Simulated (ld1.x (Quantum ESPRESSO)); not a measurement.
# Which change was made? (F, RRKJ)

| Property | Result |
| --- | --- |
| Element | F |
| Generator | ld1.x (Quantum ESPRESSO) 7.5 |
| Type | norm-conserving RRKJ (Kleinman–Bylander form) |
| Functional | PBE |
| Relativity | scalar-relativistic |
| Frozen core | [He] |
| Valence charge | 7 |
| Reference configuration | 2s1.5 2p5.5 |
| Partial waves | 2s (bound): rc 0.65 bohr; 2p (bound): rc 1.90 bohr |
| Local potential | all-electron potential smoothed inside 0.65 bohr (lloc = -1) |
| Core correction | a·sin(br)/r model core, default radius (core density twice the valence density) |

Cutoffs, loose and tight: the cutoffs (Ry, on a coarse ladder) from which the occupation-weighted sum of valence levels, in a spherical-Bessel basis at the reference potential, stays within 10 and 1 mRy of its value at 400 Ry. They do not see the model core or the augmentation charge, which bear on the density cutoff. Test errors are all-electron minus pseudo excitation energies from the reference, over the configurations 2s2 2p5; 2s2 2p4; 2s2 2p3; 2s2 2p4.5; 2s2 2p2; 2s1 2p5; 2s2 2p5.3; variants that change the core or the reference have their own tests.

The base gives: outcome: generated; cutoff, loose: 140 Ry; cutoff, tight: 200 Ry; bound ghosts: none; largest test error (meV): +4697.

After one change the result is: outcome: generated; cutoff, loose: 140 Ry; cutoff, tight: 200 Ry; bound ghosts: none; largest test error (meV): +9964. Which change was it?
A. wave 2s (bound): rc 0.65 bohr becomes 2s (bound): rc 0.58 bohr
B. wave 2p (bound): rc 1.90 bohr becomes 2p (bound): rc 1.48 bohr
C. reference 2s2 2p5

C. The others give: wave 2p (bound): rc 1.90 bohr becomes 2p (bound): rc 1.48 bohr → outcome: generated; cutoff, loose: 140 Ry; cutoff, tight: 200 Ry; bound ghosts: none; largest test error (meV): +1705 | wave 2s (bound): rc 0.65 bohr becomes 2s (bound): rc 0.58 bohr → outcome: generated; cutoff, loose: 100 Ry; cutoff, tight: 230 Ry; bound ghosts: none; largest test error (meV): +4701.
